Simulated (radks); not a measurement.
The mean radii <r> (bohr) of the occupied orbitals of an atom or ion are listed with their occupations. All-electron calculation, scalar-relativistic Kohn-Sham, PBEsol, spin-unpolarised, spherical densities, finite nucleus; Fermi nuclear charge, rms radius of each element as measured or else 0.836 A^(1/3) + 0.57 fm. Program: a radial shooting solver on a logarithmic mesh with Libxc functionals.

orbital  occ.      <r>
1s          2  0.03918
2s          2   0.1726
2p          6   0.1504
3s          2   0.4925
3p          6   0.4988
3d         10   0.4984
4s          2    1.357
4p          6    1.568
5s          2    4.315

Name the element and its charge.

Answer. Z = 38, strontium, charge 0: Sr in [Kr] 5s2. The 1s radius gives Z: for a bare nucleus <r> = (2 gamma + 1)/(2Z) with gamma = sqrt(1 - (Z/c)^2), 0.03844 bohr for Z = 38, and screening makes it slightly larger (0.03918 here). The occupations add up to 38, and the charge is Z minus that.
